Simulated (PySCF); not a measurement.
Species: FGaH5N.
Atom-mapped SMILES: `[NH3+:1][GaH2-:2][F:3]` (hydrogens: H4, H5, H6 on N1; H7, H8 on Ga2)

Theory: PySCF, PBE0-D3(BJ)/def2-SVP geometry optimisation, gas phase.

Question: Give the optimised bond lengths and angles.

Answer: 
| bond | length (pm) | order |
| --- | --- | --- |
| N1–Ga2 | 213.3 | single |
| Ga2–F3 | 178.8 | single |
| N1–H4, N1–H5, N1–H6 | 102.0 | single |
| Ga2–H7, Ga2–H8 | 157.4 | single |

Bonds in one row agree within 1 pm and their mean is given. Orders are formal, as drawn. A selection of angles:
| angle | degrees |
| --- | --- |
| Ga2–N1–H4 | 116.3 |
| Ga2–N1–H5 | 108.4 |
| H4–N1–H5 | 108.2 |
| N1–Ga2–F3 | 90.8 |
| N1–Ga2–H7 | 101.9 |
| F3–Ga2–H7 | 113.4 |
| H7–Ga2–H8 | 126.4 |

N1 (nitrogen bonded to Ga and 3 H) is distorted tetrahedral (angles from 107.1° to 116.3°). Ga2 (gallium bonded to F, N and 2 H) has angles from 90.8° to 126.4°.

Point group: Cs (tolerance 0.08 Å). Whether it is a minimum is left open (no frequencies).
